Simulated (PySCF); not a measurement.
## Two-component Hartree-Fock for Tc (technetium, neutral)

Start: [Kr] 4d6 5s1; 4d3/2 filled at m_j = +3/2; 4d5/2 filled at m_j = -3/2, -1/2, +1/2, +3/2, +5/2; 5s1/2 filled at m_j = +1/2. Calculated with PySCF 2.14 in x2c-SVPall-2c with one added diffuse shell each of s, p, d type (7s9p7d1f, 76 functions): generalised Hartree-Fock with the X2C-1e Hamiltonian and a Gaussian nucleus; one run each with spin-orbit coupling (SO) switched off, then screened by Boettger's factors. This is a chosen level, not necessarily the ground level.

```tsv
spinor shell	electrons	ε, spin-free (eV)	ε, screened SO (eV)	weight of nominal j (screened SO)	rms radius, screened SO (bohr)
1s1/2	2	-21151.3	-21150.2	1.000	0.0394
2s1/2	2	-3090.6	-3090.3	1.000	0.162
2p1/2	2	-2759.7	-2841.5	1.000	0.141
2p3/2	4	-2759.7	-2721.3	1.000	0.145
3s1/2	2	-568.45	-568.33	1.000	0.441
3p1/2	2	-456.63	-470.82	1.000	0.439
3p3/2	4	-456.63	-449.88	1.000	0.450
3d3/2	4	-275.80	-278.28	0.981	0.433
3d5/2	6	-275.80	-274.02	0.987	0.437
4s1/2	2	-86.265	-86.223	1.000	1.14
4p1/2	2	-52.973	-57.678	0.711	1.27
4p3/2	4	-52.973	-50.639	0.855	1.28
4d5/2	5	-9.930	-10.549	0.572	1.95
4d3/2	1	-9.930	-6.807	0.771	2.10
5s1/2	1	-6.505	-6.503	0.997	3.87
```

| quantity | spin-free | screened SO |
| --- | --- | --- |
| E (hartree) | -4282.36659 | -4282.89904 |
| M_J | 9/2 | 9/2 |
| ⟨J²⟩ | 24.764 | 24.765 |
| ⟨L²⟩ | 6.008 | 6.048 |
| ⟨S²⟩ | 8.756 | 8.739 |

Each row is a mean over spinors that exchange with the open shell spreads, by up to 7.787 eV (4p3/2).

Rows whose weight is well below 1 are mixtures of j = l ± 1/2: exchange outweighs spin-orbit coupling there, and the label is only the starting occupation.

Breit and QED terms are absent; they matter most for the inner s and p1/2 levels.

Densities and radii are taken from the X2C orbitals without a picture-change correction, which distorts them close to the nucleus.

Without spin-orbit coupling the j labels of p, d and f shells carry no meaning; the spin-free column gives the mean over the occupied spinors of each nl shell.
